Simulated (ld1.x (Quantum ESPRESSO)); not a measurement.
## Before and after: TM potential for indium

```
Element                 : In (Z = 49)
Generator               : ld1.x (Quantum ESPRESSO) 7.5
Type                    : norm-conserving Troullier–Martins (Kleinman–Bylander form)
Functional              : BP86
Relativity              : scalar-relativistic
Frozen core             : [Kr]
Valence charge          : 13
Reference configuration : 4d10 5s2 5p0.5 (charge +0.5)
Partial waves           : 5s (bound): rc 2.15 bohr; 5p (bound): rc 2.65 bohr; 4d (bound): rc 1.35 bohr
Local potential         : all-electron potential smoothed inside 2.40 bohr (lloc = -1)
Core correction         : Bessel-smoothed model core, default radius (core density twice the valence density)
```

All-electron outer shells of the reference configuration (BP86, scalar-relativistic, ld1.x):

| shell | level (eV) | outermost node (bohr) | outermost maximum (bohr) |
| --- | --- | --- | --- |
| 4p | -81.72 | 0.42 | 0.82 |
| 4d | -22.21 | 0.40 | 0.94 |
| 5s | -11.59 | 1.02 | 2.13 |
| 5p | -5.46 | 1.14 | 2.74 |

Change: type ultrasoft; waves now 5s (bound): rcut 1.85, rcutus 2.15 bohr; 5s channel at 1.3 Ry: rcut 1.85, rcutus 2.15 bohr; 5p (bound): rcut 2.30, rcutus 2.65 bohr; 5p channel at 0.15 Ry: rcut 2.30, rcutus 2.65 bohr; 4d (bound): rcut 1.15, rcutus 1.35 bohr; 4d channel at 1.65 Ry: rcut 1.15, rcutus 1.35 bohr; local potential all-electron potential smoothed inside 1.95 bohr (lloc = -2); augmentation built from norm-conserving waves at rcut, not smoothed further.

Cutoffs: the cutoffs (Ry, on a coarse ladder) from which the occupation-weighted sum of valence levels, in a spherical-Bessel basis at the reference potential, stays within 10 and 1 mRy of its value at 400 Ry; they do not see the model core or the augmentation charge, which bear on the density cutoff. Errors are all-electron minus pseudo energies relative to the spin-unpolarised reference configuration.

Problem. How do hardness, ghosts and transferability respond?

Solution. The potential gets neither clearly harder nor softer (90 Ry and 140 Ry → 80 Ry and 140 Ry); of the 7 tests that both files solve, the error grows in 1 and shrinks in 1 by more than 15 % and 0.3 meV (median size 12.3 → 14.7 meV); the range in which the s phases agree widens (upper end 1.1 → 2.9); the range in which the p phases agree widens (upper end 1.8 → 3.8); neither file shows a bound ghost. Several settings change at once here, so the effects cannot be laid on one of them.

| quantity | base | changed |
| --- | --- | --- |
| cutoff, loose | 90 Ry | 80 Ry |
| cutoff, tight | 140 Ry | 140 Ry |
| loose cutoff by channel (10 mRy a level) | s 8 Ry, p 6 Ry, d 70 Ry | s 6 Ry, p 6 Ry, d 50 Ry |
| bound ghosts | none | none |
| error for 4d10 5s2 5p1, meV [ΔE -2.02 eV] | +0.4 | +0.2 |
| error for 4d10 5s2 5p0, meV [ΔE 3.50 eV] | -1.1 | -1.3 |
| error for 4d10 5s1 5p0, meV [ΔE 22.93 eV] | -12 | -15 |
| error for 4d9 5s2 5p1, meV [ΔE 23.19 eV] | -186 | -168 |
| error for 4d9 5s2 5p2, meV [ΔE 16.23 eV] | -238 | -204 |
| error for 4d10 5s1 5p2, meV [ΔE 3.85 eV] | -2.5 | -2.7 |
| error for 4d9 5s0 5p0, meV [ΔE 107.76 eV] | -194 | -85 |
| s: phases at 2.90 bohr within 0.05 rad from the reference energy up to (Ry; the scan ends near 5) | 1.1 | 2.9 |
| p: phases at 2.90 bohr within 0.05 rad from the reference energy up to (Ry; the scan ends near 5) | 1.8 | 3.8 |
| d: phases at 2.90 bohr within 0.05 rad from the reference energy up to (Ry; the scan ends near 5) | 0.3 | to the end of the scan |
